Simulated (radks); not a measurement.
Spherical quantum dot in the effective-mass picture: electrons in a parabolic well V = omega^2 r^2 / 2 with omega = 0.523, all in effective atomic units (hartree* = m*/eps^2 hartree, bohr* = eps/m* bohr), one dielectric constant everywhere. Calculated with a radial shooting solver with Libxc functionals: non-relativistic Kohn-Sham, PBE, spin-polarised, spherical densities. Levels are named by radial order and angular momentum (1s, 1p, 1d, 2s, ...), and open shells are averaged over m. Each electron was tried in the lowest free levels, single moves between levels near the top were tried too, and the lowest total energy was kept; such a search can miss a lower state. The series stops at N = 15: beyond it a trial failed or the search could not be trusted, so later rows were left out. At N = 1 the Hartree and exchange-correlation terms need not cancel, so that row can carry a self-interaction error.

N,open shells,2S,E (hartree*),mu = E(N) - E(N-1) (hartree*),addition energy mu(N+1) - mu(N) (hartree*),e(HOMO) (hartree*)
1,"1s(up 1, down 0)",1,0.787361,0.78736,0.5163,0.99204
2,none,0,2.09100,1.3036,0.7835,1.4910
3,"1p(up 1, down 0)",1,4.17813,2.0871,0.3244,2.2477
4,"1p(up 2, down 0)",2,6.58961,2.4115,0.3260,2.5752
5,"1p(up 3, down 0)",3,9.32713,2.7375,0.4077,2.8988
6,"1p(up 3, down 1)",2,12.4723,3.1452,0.2877,3.2877
7,"1p(up 3, down 2)",1,15.9052,3.4329,0.2905,3.5784
8,none,0,19.6287,3.7235,0.6044,3.8679
9,"1d(up 1, down 0)",1,23.9565,4.3278,0.2575,4.4567
10,"1d(up 2, down 0)",2,28.5418,4.5853,0.2559,4.7136
11,"1d(up 3, down 0)",3,33.3831,4.8412,0.2534,4.9684
12,"1d(up 4, down 0)",4,38.4777,5.0946,0.2504,5.2203
13,"1d(up 5, down 0)",5,43.8226,5.3450,0.3156,5.4691
14,"1d(up 5, down 1)",4,49.4832,5.6606,0.2340,5.7776
15,"1d(up 5, down 2)",3,55.3778,5.8946,-,6.0115

All shells are closed at N = 2, 8 (there: 1s2 1p6); the second difference of the energy has clear peaks (12 % above both neighbours; the first and last values, which can be the largest, are not judged, and half-filled shells can peak too) at N = 2, 5, 8, 13.
